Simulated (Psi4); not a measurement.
Level of theory: SAPT0/jun-cc-pVDZ, frozen core run with Psi4.

Psi4 input:

```
molecule {
0 1
C -1.29165135 0.07535605 -0.05287879
C 0.04859899 -0.61362646 -0.18502483
C 1.26832886 0.21934797 0.14186487
O 0.13987237 -1.76764819 -0.53318413
H -1.43409710 0.42703245 0.97216197
H -1.32815386 0.95711740 -0.69759995
H -2.09206530 -0.61005921 -0.32059278
H 1.31410909 1.09220336 -0.51444258
H 2.17022077 -0.37634242 0.02405279
H 1.20483751 0.59661907 1.16564342
--
0 1
O -0.97476321 -0.74456527 -5.38736516
Si -0.70521379 -0.53567702 -3.78791322
O -1.01325695 -1.97501838 -3.07525483
O 0.82401005 -0.13210242 -3.37192008
O -1.65667449 0.70848104 -3.31722077
H -0.72160236 -1.58874230 -5.76906938
H -0.64494456 -2.11989293 -2.20017536
H 1.07503548 0.79063536 -3.46099078
H -2.52433208 0.77611821 -3.72342427
units angstrom
symmetry c1
no_reorient
no_com
}
set basis jun-cc-pvdz
set scf_type df
set freeze_core true
energy('sapt0')
```

Part of the output:

```
    SAPT Results
  --------------------------------------------------------------------------------------------------------
    Electrostatics                -16.82018425 [mEh]     -10.55482497 [kcal/mol]     -44.16138766 [kJ/mol]
      Elst10,r                    -16.82018425 [mEh]     -10.55482497 [kcal/mol]     -44.16138766 [kJ/mol]

    Exchange                       19.55645719 [mEh]      12.27186216 [kcal/mol]      51.34547127 [kJ/mol]
      Exch10                       19.55645719 [mEh]      12.27186216 [kcal/mol]      51.34547127 [kJ/mol]
      Exch10(S^2)                  19.41963655 [mEh]      12.18600591 [kcal/mol]      50.98624873 [kJ/mol]

    Induction                      -5.65539417 [mEh]      -3.54881342 [kcal/mol]     -14.84823536 [kJ/mol]
      Ind20,r                      -8.65025277 [mEh]      -5.42811556 [kcal/mol]     -22.71123551 [kJ/mol]
      Exch-Ind20,r                  5.22288750 [mEh]       3.27741139 [kcal/mol]      13.71268924 [kJ/mol]
      delta HF,r (2)               -2.22802891 [mEh]      -1.39810925 [kcal/mol]      -5.84968909 [kJ/mol]

    Dispersion                     -7.20107656 [mEh]      -4.51874376 [kcal/mol]     -18.90642390 [kJ/mol]
      Disp20                       -8.44387715 [mEh]      -5.29861291 [kcal/mol]     -22.16939640 [kJ/mol]
      Exch-Disp20                   1.24280059 [mEh]       0.77986914 [kcal/mol]       3.26297250 [kJ/mol]
      Disp20 (SS)                  -4.22193857 [mEh]      -2.64930645 [kcal/mol]     -11.08469820 [kJ/mol]
      Disp20 (OS)                  -4.22193857 [mEh]      -2.64930645 [kcal/mol]     -11.08469820 [kJ/mol]
      Exch-Disp20 (SS)              0.70934601 [mEh]       0.44512134 [kcal/mol]       1.86238768 [kJ/mol]
      Exch-Disp20 (OS)              0.53345458 [mEh]       0.33474781 [kcal/mol]       1.40058482 [kJ/mol]

  Total HF                         -2.91912123 [mEh]      -1.83177623 [kcal/mol]      -7.66415174 [kJ/mol]
  Total SAPT0                     -10.12019779 [mEh]      -6.35051999 [kcal/mol]     -26.57057565 [kJ/mol]
```
